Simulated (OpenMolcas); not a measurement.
## Levels of Br4+ by method

```json
{"Program": "OpenMolcas 26.06", "Basis": "ANO-RCC [9s8p6d4f2g]", "Scalar Hamiltonian": "DKH2, point nucleus", "Active space": "3 electrons in 9 orbitals (RAS2 4s 4p; RAS3 4d, at most 2 electrons)", "State averaging": "2S+1 = 4 odd, 1 root; 2S+1 = 2 odd, 11 roots; 2S+1 = 4 even, 3 roots; 2S+1 = 2 even, 9 roots", "Spin-orbit coupling": "state interaction with AMFI integrals over the reference wave functions, term energies averaged over their components"}
```

Methods on the same reference wave functions:
A. RASSCF
B. SS-RASPT2, IPEA 0.25 Eh, imaginary shift 0.1 Eh (closed shells correlated: 3d)
C. MS-RASPT2, IPEA 0.25 Eh, imaginary shift 0.1 Eh (closed shells correlated: 3d)

Energies in cm-1 above 4s2 4p 2P* 1/2, the measured ground level; measured values from Moore, Atomic Energy Levels, vol. II, NSRDS-NBS 35 (1971 reprint of NBS Circular 467, 1952).

| Level | A | B | C | Measured |
| --- | --- | --- | --- | --- |
| 4s2 4p 2P* 1/2 | 0.0 | 0.0 | 0.0 | 0.0 |
| 4s2 4p 2P* 3/2 | 5427 | 5430 | 5450 | 6090 |
| 4s 4p2 4P 1/2 | 88193 | 91520 | 91580 |  |
| 4s 4p2 4P 3/2 | 90317 | 93670 | 93730 |  |
| 4s 4p2 4P 5/2 | 93290 | 96620 | 96680 |  |
| 4s 4p2 2D 3/2 | 121048 | 121520 | 121580 | 122941 |
| 4s 4p2 2D 5/2 | 121488 | 121990 | 122060 | 123628 |
| 4s 4p2 2S 1/2 | 151445 | 149270 | 149330 |  |
| 4s 4p2 2P 1/2 | 161907 | 158490 | 158550 | 158158 |
| 4s 4p2 2P 3/2 | 164796 | 161250 | 161320 | 161011 |

Deviations, from unrounded energies. A percentage is the sum of absolute deviations over the sum of measured energies, with the sign that they share, or ± where signs differ.

```csv
Against measurement,Levels,A,B,C
mean absolute deviation (cm-1),5,2400,860,850
fine structure of the ground term (%),1,-10.9,-10.9,-10.6
other configurations (%),4,±2.0,±0.6,±0.6
```

B, C lie about equally close to measurement and A furthest from it. The largest miss of C in the table is 4s 4p2 2D 5/2, by -1600 cm-1. The ranking rests on the paired levels alone, and a cruder setting can come out closer through cancelling errors.

Between B and C the level of the table that moves most is 4s 4p2 2P 3/2, by 65 cm-1 (lowest in B, highest in C). Moves below CASPT2's spread within the term are not significant.

The lowest spin-free term lies below A's lowest term by 0.228 hartree in B, 0.228 hartree in C.

Active for correlation alone: 4d; no level in the range computed is led by a configuration that fills it, so any true level of that kind is missing. Measured partners are found by configuration, term and J. A level has none where our copy of the source lacks it or the pairing is in doubt (some pairs that miss far off the trend of their configuration count as doubtful), and it then counts in no deviation. Levels of configurations outside the active space are missing. The table leaves out levels that lie high or whose names do not pair safely across all columns.

* marks odd parity.
